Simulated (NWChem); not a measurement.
System: CH$_{5}$Cl$_{2}$NSi; SMILES Cl[SiH](Cl)CN

NWChem printed, in part:

```
             Northwest Computational Chemistry Package (NWChem) 7.3.0
             --------------------------------------------------------

                             Geometry "geometry" -> ""
                             -------------------------

 Output coordinates in angstroms (scale by  1.889725989 to convert to a.u.)

  No.       Tag          Charge          X              Y              Z
 ---- ---------------- ---------- -------------- -------------- --------------
    1 N                    7.0000    -1.02775100     2.50736800    -0.02488400
    2 C                    6.0000    -1.30626200     1.10321700    -0.36452100
    3 Si                  14.0000    -0.11069200    -0.13376100     0.42482600
    4 Cl                  17.0000     1.81700600     0.28362800    -0.23933900
    5 Cl                  17.0000    -0.60258000    -2.09688600    -0.04715100
    6 H                    1.0000    -1.07472200     2.65871300     0.98106300
    7 H                    1.0000    -0.09092000     2.77158700    -0.32388600
    8 H                    1.0000    -1.29251800     0.99212000    -1.45511600
    9 H                    1.0000    -2.32938700     0.85896400    -0.05071300
   10 H                    1.0000    -0.07533500    -0.01556800     1.90034900

 Effective nuclear repulsion energy (a.u.)     352.0809183738

                                 NWChem DFT Module
                                 -----------------

 Summary of "ao basis" -> "ao basis" (spherical)
 ------------------------------------------------------------------------------
       Tag                 Description            Shells   Functions and Types
 ---------------- ------------------------------  ------  ---------------------
 N                           6-31g*                  6       14   3s2p1d
 C                           6-31g*                  6       14   3s2p1d
 Si                          6-31g*                  8       18   4s3p1d
 Cl                          6-31g*                  8       18   4s3p1d
 H                           6-31g*                  2        2   2s

 in cosmo_initialize ...
 calling solv_data for solv:methanol

 solvent parameters
 solvname_short: methanol
 solvname_long:  methanol
 dielec:       32.6130
 dielecinf:     1.7657
 nonaqueous SMD model solvent descriptors
 dielec:       32.6130
 sola:          0.4300
 solb:          0.4700
 solc:          0.0000
 solg:         31.7700
 solh:          0.0000
 soln:          1.3288

          ---------------
          -cosmo- solvent
          ---------------
 Cosmo: York-Karplus, doi: 10.1021/jp992097l
 dielectric constant -eps-     =  32.61
 screen = (eps-1)/(eps    )    =   0.96934
 surface charge correction     = lagrangian

   van der Waals surface
 --------------------------

[...]

                                COSMO-SMD solvation results
                                ---------------------------

             internal energy in gas <Psi(g)|H|Psi(g)> =     -1305.741190014833
         internal energy in solvent <Psi(s)|H|Psi(s)> =     -1305.739854642627
                               delta internal energy  =         0.001335372206 (    0.84 kcal/mol)
   total free energy in solvent <Psi(s)|H+V/2|Psi(s)> =     -1305.752443101704
 polarization energy contribution <Psi(s)|V/2|Psi(s)> =        -0.012588459077 (   -7.90 kcal/mol)
    total free energy in solvent including G(SMD-CDS) =     -1305.754239222642
                       G(SMD-CDS) energy contribution =        -0.001796120937 (   -1.13 kcal/mol)
     1 M fixed-concentration free energy of solvation =        -0.013049207809 (   -8.19 kcal/mol)

                       DFT Final Molecular Orbital Analysis
                       ------------------------------------

 Vector   31  Occ=2.000000D+00  E=-3.909851D-01
              MO Center=  7.9D-01, -5.8D-01, -1.0D-01, r^2= 4.1D+00
   Bfn.  Coefficient  Atom+Function         Bfn.  Coefficient  Atom+Function
  ----- ------------  ---------------      ----- ------------  ---------------
    54      0.502897   4 Cl py               71      0.446296   5 Cl px
    58      0.278741   4 Cl py               55      0.256388   4 Cl pz
    75      0.243630   5 Cl px               50     -0.195121   4 Cl py
    67     -0.172872   5 Cl px               59      0.137786   4 Cl pz
    51     -0.099428   4 Cl pz               72      0.089221   5 Cl py

 Vector   32  Occ=2.000000D+00  E=-3.849446D-01
              MO Center=  3.2D-01, -2.5D-01,  2.3D-01, r^2= 4.9D+00
   Bfn.  Coefficient  Atom+Function         Bfn.  Coefficient  Atom+Function
  ----- ------------  ---------------      ----- ------------  ---------------
    55      0.396864   4 Cl pz               73      0.392693   5 Cl pz
    92     -0.253896  10 H  s                59      0.218881   4 Cl pz
    77      0.215630   5 Cl pz               54     -0.203140   4 Cl py
    91     -0.177183  10 H  s                37     -0.165937   3 Si pz
    51     -0.153629   4 Cl pz               69     -0.151936   5 Cl pz

 Vector   33  Occ=2.000000D+00  E=-2.973373D-01
              MO Center= -9.8D-01,  1.8D+00, -8.6D-02, r^2= 3.0D+00
   Bfn.  Coefficient  Atom+Function         Bfn.  Coefficient  Atom+Function
  ----- ------------  ---------------      ----- ------------  ---------------
     3      0.320034   1 N  px                7      0.290232   1 N  px
     4     -0.273458   1 N  py                8     -0.267767   1 N  py
     5      0.217806   1 N  pz               34     -0.207876   3 Si s
     9      0.196416   1 N  pz                6     -0.173765   1 N  s
    35      0.161283   3 Si px               17     -0.149737   2 C  px

 Vector   34  Occ=0.000000D+00  E= 4.697899D-02
              MO Center=  1.3D-01, -4.7D-01,  2.4D-01, r^2= 4.4D+00
   Bfn.  Coefficient  Atom+Function         Bfn.  Coefficient  Atom+Function
  ----- ------------  ---------------      ----- ------------  ---------------
    38      0.848528   3 Si s                40     -0.810562   3 Si py
    74     -0.654397   5 Cl s                76     -0.496636   5 Cl py
    39      0.452991   3 Si px               56     -0.446669   4 Cl s
    34      0.406996   3 Si s                41     -0.405761   3 Si pz
    36     -0.370986   3 Si py               57      0.354769   4 Cl px

 Vector   35  Occ=0.000000D+00  E= 5.769962D-02
              MO Center= -1.4D-01,  9.6D-02,  5.4D-01, r^2= 4.6D+00
   Bfn.  Coefficient  Atom+Function         Bfn.  Coefficient  Atom+Function
  ----- ------------  ---------------      ----- ------------  ---------------
    39      1.047339   3 Si px               40      0.778753   3 Si py
    56     -0.726810   4 Cl s                57      0.482316   4 Cl px
    74      0.479508   5 Cl s                35      0.379250   3 Si px
    76      0.299762   5 Cl py               36      0.272942   3 Si py
     6     -0.257135   1 N  s                38      0.207984   3 Si s

 Vector   36  Occ=0.000000D+00  E= 1.034705D-01
              MO Center= -4.0D-01,  1.2D-01,  2.4D-01, r^2= 5.0D+00
   Bfn.  Coefficient  Atom+Function         Bfn.  Coefficient  Atom+Function
  ----- ------------  ---------------      ----- ------------  ---------------
    20      1.323852   2 C  s                38     -0.970790   3 Si s
    39      0.833655   3 Si px               40     -0.764366   3 Si py
    41      0.649840   3 Si pz               22     -0.469048   2 C  py
     6      0.346931   1 N  s                34     -0.307802   3 Si s
    21      0.267459   2 C  px               76      0.256758   5 Cl py

     Multipole analysis of the density
     ---------------------------------

     L   x y z        total         alpha         beta         nuclear
     -   - - -        -----         -----         ----         -------
     0   0 0 0      0.000000    -33.000000    -33.000000     66.000000

     1   1 0 0     -0.456152      0.527018      0.527018     -1.510188
     1   0 1 0      0.650243      1.516921      1.516921     -2.383598
     1   0 0 1      0.588417      0.513778      0.513778     -0.439140

     2   2 0 0    -40.919832   -178.242768   -178.242768    315.565704
     2   1 1 0      1.629858      5.507439      5.507439     -9.385020
     2   1 0 1     -0.928980      6.144686      6.144686    -13.218352
     2   0 2 0    -42.703071   -278.735059   -278.735059    514.767046
     2   0 1 1      1.937171      6.190390      6.190390    -10.443609
     2   0 0 2    -36.818554    -38.297469    -38.297469     39.776384
```

Level: M05-2X/6-31G* (spherical d), SMD on the gas-phase geometry. Structure relaxed at the B3LYP/6-31G* (spherical d) level. Solvent: methanol.

Task: Reconstruct the input file.

Result: One answer among several that fit: the input that was run:
```
start job
memory heap 200 mb stack 900 mb global 1100 mb
geometry units angstroms noautosym nocenter noautoz
  N     -1.027751     2.507368    -0.024884
  C     -1.306262     1.103217    -0.364521
  Si    -0.110692    -0.133761     0.424826
  Cl     1.817006     0.283628    -0.239339
  Cl    -0.602580    -2.096886    -0.047151
  H     -1.074722     2.658713     0.981063
  H     -0.090920     2.771587    -0.323886
  H     -1.292518     0.992120    -1.455116
  H     -2.329387     0.858964    -0.050713
  H     -0.075335    -0.015568     1.900349
end
basis spherical
  N library 6-31g*
  C library 6-31g*
  Si library 6-31g*
  Cl library 6-31g*
  H library 6-31g*
end
dft
  xc m05-2x
  iterations 150
end
cosmo
  do_cosmo_smd true
  solvent methanol
end
task dft energy
```
